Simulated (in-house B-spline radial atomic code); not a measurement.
Inner levels of krypton as electrons are removed. A shift is the extra binding of the orbital against the neutral atom ([Ar] 3d10 4s2 4p6). The density at the nucleus is averaged over the nuclear charge. Computed with a B-spline radial code for spherical atoms: Dirac-Hartree-Fock, average of the configuration, finite nuclei.

```json
{"ion": "Kr", "configuration": "[Ar] 3d10 4s2 4p6", "shift of 2p1/2 (eV)": "0", "shift of 2p3/2 (eV)": "0", "shift of 3d3/2 (eV)": "0", "radius of 2p1/2 (bohr)": "0.15738", "radius of 2p3/2 (bohr)": "0.16132", "radius of 3d3/2 (bohr)": "0.55049", "Σ<r²> (bohr²)": "39.105", "change of density at nucleus (bohr⁻³)": "-"}
{"ion": "Kr+", "configuration": "[Ar] 3d10 4s2 4p5", "shift of 2p1/2 (eV)": "12.051", "shift of 2p3/2 (eV)": "12.052", "shift of 3d3/2 (eV)": "11.96", "radius of 2p1/2 (bohr)": "0.15738", "radius of 2p3/2 (bohr)": "0.16132", "radius of 3d3/2 (bohr)": "0.55002", "Σ<r²> (bohr²)": "31.64", "change of density at nucleus (bohr⁻³)": "4.78"}
{"ion": "Kr2+", "configuration": "[Ar] 3d10 4s2 4p4", "shift of 2p1/2 (eV)": "25.753", "shift of 2p3/2 (eV)": "25.753", "shift of 3d3/2 (eV)": "25.484", "radius of 2p1/2 (bohr)": "0.15738", "radius of 2p3/2 (bohr)": "0.16131", "radius of 3d3/2 (bohr)": "0.54923", "Σ<r²> (bohr²)": "25.875", "change of density at nucleus (bohr⁻³)": "10.502"}
{"ion": "Kr3+", "configuration": "[Ar] 3d10 4s2 4p3", "shift of 2p1/2 (eV)": "40.917", "shift of 2p3/2 (eV)": "40.913", "shift of 3d3/2 (eV)": "40.369", "radius of 2p1/2 (bohr)": "0.15738", "radius of 2p3/2 (bohr)": "0.16131", "radius of 3d3/2 (bohr)": "0.54812", "Σ<r²> (bohr²)": "21.175", "change of density at nucleus (bohr⁻³)": "17.046"}
{"ion": "Kr4+", "configuration": "[Ar] 3d10 4s2 4p2", "shift of 2p1/2 (eV)": "57.417", "shift of 2p3/2 (eV)": "57.407", "shift of 3d3/2 (eV)": "56.48", "radius of 2p1/2 (bohr)": "0.15737", "radius of 2p3/2 (bohr)": "0.16131", "radius of 3d3/2 (bohr)": "0.5467", "Σ<r²> (bohr²)": "17.218", "change of density at nucleus (bohr⁻³)": "24.343"}
{"ion": "Kr5+", "configuration": "[Ar] 3d10 4s2 4p1", "shift of 2p1/2 (eV)": "?", "shift of 2p3/2 (eV)": "?", "shift of 3d3/2 (eV)": "?", "radius of 2p1/2 (bohr)": "?", "radius of 2p3/2 (bohr)": "?", "radius of 3d3/2 (bohr)": "?", "Σ<r²> (bohr²)": "?", "change of density at nucleus (bohr⁻³)": "?"}
{"ion": "Kr6+", "configuration": "[Ar] 3d10 4s2", "shift of 2p1/2 (eV)": "?", "shift of 2p3/2 (eV)": "?", "shift of 3d3/2 (eV)": "?", "radius of 2p1/2 (bohr)": "?", "radius of 2p3/2 (bohr)": "?", "radius of 3d3/2 (bohr)": "?", "Σ<r²> (bohr²)": "?", "change of density at nucleus (bohr⁻³)": "?"}
{"ion": "Kr7+", "configuration": "[Ar] 3d10 4s1", "shift of 2p1/2 (eV)": "?", "shift of 2p3/2 (eV)": "?", "shift of 3d3/2 (eV)": "?", "radius of 2p1/2 (bohr)": "?", "radius of 2p3/2 (bohr)": "?", "radius of 3d3/2 (bohr)": "?", "Σ<r²> (bohr²)": "?", "change of density at nucleus (bohr⁻³)": "?"}
{"ion": "Kr8+", "configuration": "[Ar] 3d10", "shift of 2p1/2 (eV)": "137.55", "shift of 2p3/2 (eV)": "137.5", "shift of 3d3/2 (eV)": "133.86", "radius of 2p1/2 (bohr)": "0.15733", "radius of 2p3/2 (bohr)": "0.16126", "radius of 3d3/2 (bohr)": "0.53759", "Σ<r²> (bohr²)": "6.4325", "change of density at nucleus (bohr⁻³)": "-67.675"}
{"ion": "Kr9+", "configuration": "[Ar] 3d9", "shift of 2p1/2 (eV)": "181.2", "shift of 2p3/2 (eV)": "181.15", "shift of 3d3/2 (eV)": "171.86", "radius of 2p1/2 (bohr)": "0.15726", "radius of 2p3/2 (bohr)": "0.16118", "radius of 3d3/2 (bohr)": "0.52227", "Σ<r²> (bohr²)": "5.8115", "change of density at nucleus (bohr⁻³)": "-50.203"}
{"ion": "Kr10+", "configuration": "[Ar] 3d8", "shift of 2p1/2 (eV)": "227.39", "shift of 2p3/2 (eV)": "227.33", "shift of 3d3/2 (eV)": "211.69", "radius of 2p1/2 (bohr)": "0.15718", "radius of 2p3/2 (bohr)": "0.16109", "radius of 3d3/2 (bohr)": "0.50814", "Σ<r²> (bohr²)": "5.2561", "change of density at nucleus (bohr⁻³)": "-30.838"}
{"ion": "Kr11+", "configuration": "[Ar] 3d7", "shift of 2p1/2 (eV)": "276.06", "shift of 2p3/2 (eV)": "275.98", "shift of 3d3/2 (eV)": "253.3", "radius of 2p1/2 (bohr)": "0.15707", "radius of 2p3/2 (bohr)": "0.16098", "radius of 3d3/2 (bohr)": "0.49501", "Σ<r²> (bohr²)": "4.7557", "change of density at nucleus (bohr⁻³)": "-9.6004"}
{"ion": "Kr12+", "configuration": "[Ar] 3d6", "shift of 2p1/2 (eV)": "327.16", "shift of 2p3/2 (eV)": "327.05", "shift of 3d3/2 (eV)": "296.64", "radius of 2p1/2 (bohr)": "0.15695", "radius of 2p3/2 (bohr)": "0.16084", "radius of 3d3/2 (bohr)": "0.48277", "Σ<r²> (bohr²)": "4.3022", "change of density at nucleus (bohr⁻³)": "13.488"}
{"ion": "Kr13+", "configuration": "[Ar] 3d5", "shift of 2p1/2 (eV)": "380.65", "shift of 2p3/2 (eV)": "380.51", "shift of 3d3/2 (eV)": "341.69", "radius of 2p1/2 (bohr)": "0.15681", "radius of 2p3/2 (bohr)": "0.16069", "radius of 3d3/2 (bohr)": "0.4713", "Σ<r²> (bohr²)": "3.889", "change of density at nucleus (bohr⁻³)": "38.413"}
```

**Question.** Fill in the row of Kr5+.

**Answer.** shift of 2p1/2 (eV): 75.166; shift of 2p3/2 (eV): 75.148; shift of 3d3/2 (eV): 73.717; radius of 2p1/2 (bohr): 0.15737; radius of 2p3/2 (bohr): 0.1613; radius of 3d3/2 (bohr): 0.54498; Σ<r²> (bohr²): 13.812; change of density at nucleus (bohr⁻³): 32.359.

**Question.** Fill in the row of Kr6+.

**Answer.** shift of 2p1/2 (eV): 94.096; shift of 2p3/2 (eV): 94.067; shift of 3d3/2 (eV): 92.006; radius of 2p1/2 (bohr): 0.15736; radius of 2p3/2 (bohr): 0.16129; radius of 3d3/2 (bohr): 0.54299; Σ<r²> (bohr²): 10.831; change of density at nucleus (bohr⁻³): 41.072.

**Question.** Fill in the row of Kr7+.

**Answer.** shift of 2p1/2 (eV): 115.32; shift of 2p3/2 (eV): 115.28; shift of 3d3/2 (eV): 112.49; radius of 2p1/2 (bohr): 0.15735; radius of 2p3/2 (bohr): 0.16128; radius of 3d3/2 (bohr): 0.54039; Σ<r²> (bohr²): 8.5221; change of density at nucleus (bohr⁻³): -9.4622.
